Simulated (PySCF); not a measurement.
# Reproducing measurements on CH2Se

**Experimental background.**

NIST CCCBDB Release 22 (SRD 101), experimental dipoles lists, for the gas: dipole moment (microwave Stark effect, vibrational ground state) 1.41 D.

How close the calculation comes is told at the end.

Compound: CH2Se.
Atom-mapped SMILES: `[CH2:1]=[Se:2]` (hydrogens: H3, H4 on C1)

Cartesian coordinates in Å at the PBE0-D3(BJ)/def2-SVP level; atoms count from 1:
```xyz
4
CH2Se angstrom
C     -0.052    0.047   -0.015
Se     1.667   -0.216   -0.114
H     -0.777   -0.759   -0.188
H     -0.477    1.031    0.227
```

The PySCF runs (gas phase, on this PBE0-D3(BJ)/def2-SVP geometry; no spin–orbit coupling):

```csv
level,job,basis functions
"PBE0-D3(BJ)/def2-SVP, grid level 1",geometry optimisation from a GFN2-xTB start shaken at random,56
```

## Comparison

**Dipole moment.** Measured: 1.41 D (NIST CCCBDB Release 22 (SRD 101), experimental dipoles).

| level | computed (D) | computed − measured (D) | % (from the printed values) |
| --- | --- | --- | --- |
| PBE0-D3(BJ)/def2-SVP | 1.44 | +0.03 | +2 |

The computed dipoles belong to one fixed geometry; measured ones are averaged over vibrations unless marked μe. Magnitudes are compared, not signs.

The geometry is computed, not the measured one. Where a level misses, the cause wasn't examined.
